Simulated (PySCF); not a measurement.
All values below come from PBE-D3(BJ)/def2-TZVP // B3LYP-D3(BJ)/def2-TZVP (PySCF). Isolated molecules, 0 K electronic values unless said otherwise. 

Reference species (SMILES): `C[B]C` (neutral, multiplicity 2).

The dipole moment comes out as 1.13 D.

Changed species: `[SiH3][B][SiH3]` (radical fragment; the reference has radical fragment).

Problem. Give the shifts of the dipole moment.

Solution. the dipole moment falls by 1.07 D, to 0.06 D.
